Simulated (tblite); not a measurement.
Isomers of C2H7F3GeSi. Computed values, GFN2-xTB/tblite, gas phase, harmonic and unscaled. Against measured fundamentals such values can be off by several per cent, at times by over 20. Modes of hydrogen on germanium and silicon can be 10 to 20 % off. One conformer each.

Electronic energies: GFN2-xTB at the same geometries; isomer energies are rough at this level and their order can be wrong.

```json
{"SMILES": "FC(F)(F)[CH2][GeH2][SiH3]", "electronic energy, lowest = 0 (kcal/mol)": "0.0"}
{"SMILES": "F[C](F)(F)[GeH2][CH2][SiH3]", "electronic energy, lowest = 0 (kcal/mol)": "16.3"}
{"SMILES": "FC(F)(F)[SiH2][CH2][GeH3]", "electronic energy, lowest = 0 (kcal/mol)": "20.5"}
```

Task: How do GFN2-xTB zero-point energies change the relative energies?

Result: 
```csv
SMILES,ZPE (kcal/mol),of it from modes above 1550 cm⁻¹,electronic (kcal/mol),"with ZPE, lowest = 0 (kcal/mol)",lowest mode (cm⁻¹),rings
FC(F)(F)[CH2][GeH2][SiH3],49.4,23.8,0.0,0.0,18,0
F[C](F)(F)[GeH2][CH2][SiH3],48.4,23.9,16.3,15.4,22,0
FC(F)(F)[SiH2][CH2][GeH3],49.2,23.9,20.5,20.3,52,0
```

The zero-point energies span 1.0 kcal/mol, from `F[C](F)(F)[GeH2][CH2][SiH3]` to `FC(F)(F)[CH2][GeH2][SiH3]`. The order is unchanged.
